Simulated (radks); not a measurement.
Values are calculated unless marked as measured or tabulated.
Species: the thallium ion Tl+. Configuration: [Hg] (the NIST ground configuration). Level of theory: Dirac Kohn-Sham, LB94 model potential, spin-unpolarised, spherical densities, finite nucleus; Fermi nuclear charge, rms radius 5.4759 fm (a radial shooting solver on a logarithmic mesh with Libxc functionals).

Unscreened Slater integrals over Kohn-Sham orbitals (cm^-1). Large and small components are both included. Empty in this configuration: 6p1/2.

integral,value
"F0(6s1/2,6s1/2)",85437
"F0(6s1/2,5d5/2)",100660
"G2(6s1/2,5d5/2)",23924
"F0(6s1/2,5d3/2)",101440
"G2(6s1/2,5d3/2)",21815
"F0(6s1/2,5p3/2)",105590
"G1(6s1/2,5p3/2)",8753.9
"F0(6s1/2,6p1/2)",76595
"G1(6s1/2,6p1/2)",50364
"F0(5d5/2,5d5/2)",142380
"F2(5d5/2,5d5/2)",73525
"F4(5d5/2,5d5/2)",48691
"F0(5d5/2,5d3/2)",145090
"F2(5d5/2,5d3/2)",74894
"G2(5d5/2,5d3/2)",74769
"G4(5d5/2,5d3/2)",49561
"F0(5d5/2,5p3/2)",161290
"F2(5d5/2,5p3/2)",80277
"G1(5d5/2,5p3/2)",97858
"G3(5d5/2,5p3/2)",60533
"F0(5d5/2,6p1/2)",85917
"G3(5d5/2,6p1/2)",12142
"F0(5d3/2,5d3/2)",147970
"F2(5d3/2,5d3/2)",76512
"F0(5d3/2,5p3/2)",165370
"F2(5d3/2,5p3/2)",83562
"G1(5d3/2,5p3/2)",103590
"G3(5d3/2,5p3/2)",64110
"F0(5d3/2,6p1/2)",86379
"G1(5d3/2,6p1/2)",14073
"F0(5p3/2,5p3/2)",191140
"F2(5p3/2,5p3/2)",102600
"F0(5p3/2,6p1/2)",88853
"G2(5p3/2,6p1/2)",4754.8
"F0(6p1/2,6p1/2)",70360
